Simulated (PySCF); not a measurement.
Ranking problems on computed properties.

All species are isolated and taken at one optimised geometry, non-relativistic unless stated. Electronic properties by PySCF.

Dipoles, sizes and rotational constants follow the conformer. The torsions of the flexible species, by atom-mapped SMILES:
- `[CH3:1][CH:2]([CH3:3])[CH:4]1[CH2:5][PH:6][CH2:7]1`: C1–C2–C4–C5 174°
- `[CH3:1][CH:2]([CH3:3])[PH:4][CH:5]1[CH2:6][CH2:7]1`: C1–C2–P4–C5 -163°, C2–P4–C5–C6 -103°
- `[H]/[P:4]=[C:3](\[CH2:2][CH3:1])[CH:5]([CH3:6])[CH3:7]`: C1–C2–C3–P4 -76°, C2–C3–C5–C6 68°
- `[CH3:1][C:2](=[O:3])[c:4]1[cH:5][cH:6][n:7][cH:8][cH:9]1`: C1–C2–C4–C5 180°
- `[CH2:1]=[CH:2][c:3]1[cH:4][n:5][cH:6][cH:7][c:8]1[OH:9]`: C1–C2–C3–C4 -33°, H–O9–C8–C7 178°
- `[CH3:1][S:2][c:3]1[cH:4][n:5][nH:6][n:7]1`: C1–S2–C3–C4 180°
- `[CH3:1][C:2](=[O:3])[c:4]1[cH:5][cH:6][cH:7][n:8][cH:9]1`: C1–C2–C4–C5 180°
- `[O:1]=[CH:2][NH:3][C:4]1=[CH:5][C@@H:6]2[CH:7]=[CH:8][C@H:9]12`: O1–C2–N3–C4 0°, C2–N3–C4–C5 -178°

(1) Rank by HOMO–LUMO gap, highest first (PBE0/def2-SVPD at GFN2-xTB geometries).
A. `CC(=O)c1ccncc1`
B. `C=Cc1cnccc1O`
C. `CC(C)PC1CC1`
D. `CC(C)C1CPC1`
E. `c1n[nH]nc1SC`
F. `N#CC(F)=C=S`
G. `[H]/P=C(\CC)C(C)C`

(2) Give the two extremes of that set in kcal/mol.

(3) Rank by dipole moment, lowest first (PBE0/def2-SVPD at GFN2-xTB geometries).
A. `CC(=O)c1ccncc1`
B. `[H]/P=C(\CC)C(C)C`
C. `c1(cccnc1)C(=O)C`
D. `C=Cc1cnccc1O`
E. `N#CC(F)=C=S`

(4) By how much do the two ends of that ranking differ?

(5) Rank by electronic spatial extent ⟨r²⟩ about the centre of nuclear charge, lowest first (PBE0/def2-SVPD at GFN2-xTB geometries).
A. `c1ncc(C(C)=O)cc1`
B. `N#CC(F)=C=S`
C. `CSC1=NNN=C1`
D. `[H]/P=C(\CC)C(C)C`
E. `CC(C)PC1CC1`
F. `C=Cc1cnccc1O`
G. `CC(C)C1CPC1`

(6) By how much do the two ends of that ranking differ?

(7) Rank by static isotropic polarisability, highest first (PBE0/def2-SVPD at GFN2-xTB geometries).
A. `CC(C)PC1CC1`
B. `CC(C)C1CPC1`
C. `c1c(C=C)c(ccn1)O`
D. `CC(=O)C1=CC=CN=C1`

(8) Rank by HOMO energy, highest first (PBE0/def2-SVPD at GFN2-xTB geometries).
A. `CC(C)PC1CC1`
B. `N#CC(F)=C=S`
C. `CC(C)C1CPC1`
D. `CSc1cn[nH]n1`
E. `C=Cc1cnccc1O`

(9) Give the two extremes of that set in hartree.

(10) Rank by lowest singlet excitation, highest first (TDDFT PBE0/def2-SVPD at GFN2-xTB geometries).
A. `O=CNC1=C[C@@H]2C=C[C@H]12`
B. `C1C(PC(C)C)C1`
C. `C(F)(C#N)=C=S`
D. `CC(=O)C1=CC=CN=C1`
E. `[H]/P=C(\CC)C(C)C`

Answers

(1) C (7.43 eV), D (7.01 eV), E (6.12 eV), B (5.71 eV), G (5.48 eV), A (5.36 eV), F (3.43 eV).

(2) `N#CC(F)=C=S`: 79 kcal/mol; `CC(C)PC1CC1`: 171 kcal/mol.

(3) C (1.04 D), B (1.87 D), A (2.49 D), D (2.65 D), E (3.58 D).

(4) By 2.54 D, between `N#CC(F)=C=S` and `CC(=O)c1cccnc1`.

(5) B (768 bohr²), C (889 bohr²), D (1099 bohr²), F (1131 bohr²), G (1156 bohr²), A (1188 bohr²), E (1199 bohr²).

(6) By 431 bohr², between `CC(C)PC1CC1` and `N#CC(F)=C=S`.

(7) A (97.2 au), B (95.4 au), C (93.7 au), D (88.8 au).

(8) D (-6.41 eV), C (-6.64 eV), A (-6.85 eV), E (-7.03 eV), B (-7.51 eV).

(9) `N#CC(F)=C=S`: -0.276 Eh; `CSc1cn[nH]n1`: -0.235 Eh.

(10) B (6.38 eV), A (4.89 eV), E (4.78 eV), D (3.73 eV), C (1.73 eV).
